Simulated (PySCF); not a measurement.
# Two-component Hartree-Fock for Ne⁴⁺ (neon, charge +4)

Start: [He] 2s2 2p2; 2p1/2 filled at m_j = -1/2, +1/2. Calculated with PySCF 2.14 in x2c-QZVPPall-2c: generalised Hartree-Fock with the X2C-1e Hamiltonian and a Gaussian nucleus; one run each with spin-orbit coupling (SO) switched off, then screened by Boettger's factors.

```
spinor shell  electrons  ε, spin-free (eV)  ε, screened SO (eV)  weight of nominal j (screened SO)  rms radius, screened SO (bohr)
       1s1/2          2            -1014.3              -1014.3                              1.000                           0.182
       2s1/2          2            -143.81              -143.81                              1.000                           0.832
       2p1/2          2            -127.23              -127.26                              0.511                           0.774
```

```
   quantity   spin-free  screened SO
E (hartree)  -120.68535   -120.68742
        M_J           0            0
       ⟨J²⟩       2.003        1.957
       ⟨L²⟩       2.001        2.001
       ⟨S²⟩       2.001        2.001
```

The determinant has a definite M_J but mixes levels of different J.

Each row is a mean over spinors that exchange with the open shell spreads, by up to 13.777 eV (2s1/2).

Rows whose weight is well below 1 are mixtures of j = l ± 1/2: exchange outweighs spin-orbit coupling there, and the label is only the starting occupation.

Without spin-orbit coupling the j labels of p, d and f shells carry no meaning; the spin-free column gives the mean over the occupied spinors of each nl shell.
